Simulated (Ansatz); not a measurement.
# Which is lower?

Two relaxed structures of LiBSiH4O, closed shell (PBE0-D4/def2-TZVP; forces vanish, vibrations not checked).

A:

Li1  (-1.880, 0.317, 1.866)
O2  (-1.554, -0.122, 0.205)
Si3  (0.045, 0.599, 0.175)
B4  (1.113, -0.640, -0.830)
H5  (-0.043, 1.922, -0.515)
H6  (-0.190, 1.004, 1.694)
H7  (-1.590, -0.715, -0.559)
H8  (2.262, -0.968, -0.815)
(Å)

B:

```
atom    x (Å)    y (Å)    z (Å)
 Li1  -0.4932   0.0440   0.2065
  O2  -2.2224   0.1391   0.9025
 Si3  -3.6254   0.2110   1.4648
  B4   1.3190  -0.0648  -0.5272
  H5   0.6755   0.8892  -0.9971
  H6   1.3171   0.0832   0.7069
  H7   0.6525  -1.0878  -0.7602
  H8   2.4297  -0.1316  -0.9770
```

Computed with Ansatz 0.2.0 (basis: def2-TZVPP); correlated methods freeze the cores. The outer core shell of Li, Na, Mg and K is correlated. B3LYP uses VWN-RPA correlation.

Question: Which structure is lower at CCSD(T), and by how much? (An estimate is asked for; the value comes from the calculation.)

Answer: The calculation gives: B, by 68.26 kcal/mol (electronic energy, against the other). By their contacts, A is LiBSiH₄O ([BH][SiH]12[H][Li]1[OH]2) and B is LiBSiH₄O ([Si][O][Li]123[H][BH]1([H]2)[H]3).

All methods give the same order:

```csv
method,E(B) − E(A) (kcal/mol)
PBE-D4,-64.44
r2SCAN-D4,-63.24
PBE0-D4,-62.77
B3LYP-D4,-67.89
wB97M-V,-71.23
HF,-65.33
MP2,-72.15
CCSD,-68.00
CCSD(T),-68.26
```

The T1 diagnostic stays at or below 0.019. The restricted Hartree–Fock reference is unstable towards an unrestricted one at one or more of these structures.

Labels in which every atom is bracketed show which atoms are joined, not bond orders.

For scale, one of the runs: CCSD(T)/def2-TZVPP, 179 basis functions, launched by `ansatz run in.yaml --threads 2 --pin off --events-out ev --progress --plain --max-ram 4352MiB`. Time: 34 s of wall clock on 2 CPU threads of an Arm Neoverse V2; the host was shared. Peak host memory: 1.7 GiB.
